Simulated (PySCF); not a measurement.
Telling isomers of C$_{7}$H$_{6}$ apart by NMR

- GFN2-xTB structure
- σ from GIAO-PBE0/pcSseg-1
- program: PySCF 2.14.0 with density-fitted response routines
- gas phase, a single conformation, equivalent nuclei averaged, non-relativistic

References, each an isolated molecule treated in the same way: TMS for ¹H, ¹³C. Where no couplings were computed, multiplicities follow the n + 1 count of equivalent neighbours, and m marks all less simple cases (inequivalent or close neighbours, rings, F or P nearby). Shifts are as computed. Against solution values, carbons near 30 ppm lie about +3 ppm off and those near 130 ppm about +5 ppm. Of 1211 compounds with measured shifts, 218 miss one by over three times the rms of a fit or turn the order of signals round; such compounds aren't used in these exercises.

(1) Tabulate the signals of `C#CC=C=C=CC`, `C#C/C=C/C1=CC1` and their relative energies.

(2) What is the quickest way to tell C#CC=C=C=CC from C#C/C=C/C1=CC1?

Results:

(1) 
```tsv
SMILES	carbon types	δC	δH	E rel. (kcal/mol)
C#CC=C=C=CC	3×C 3×CH 1×CH3	188.9, 170.0, 121.3, 92.4, 92.3, 85.5, 24.2	6.06 (q, 1H), 5.71 (d, 1H), 2.95 (d, 1H), 2.21 (d, 3H)	0.0
C#C/C=C/C1=CC1	2×C 4×CH 1×CH2	139.0, 125.0, 123.2, 120.5, 98.6, 87.7, 8.3	7.43 (t, 1H), 7.41 (d, 1H), 6.05 (m, 1H), 3.38 (d, 1H), 1.21 (m, 2H)	7.7
```

Energies are electronic energies at PBE0/pcSseg-1 on these geometries, without zero-point or thermal terms, each for the one conformer computed, which needn't be the lowest.

(2) Both give the same number of carbon signals, but DEPT or the intensities differ. The first has a central carbon of an allene (C) at 188.9 ppm, the second a three-membered-ring carbon (CH2) at 8.3 ppm. Their most deshielded carbons lie at 188.9 and 139.0 ppm. In the proton spectra the most deshielded non-exchanging signals are 6.06 (q, 1H) and 7.43 (t, 1H).
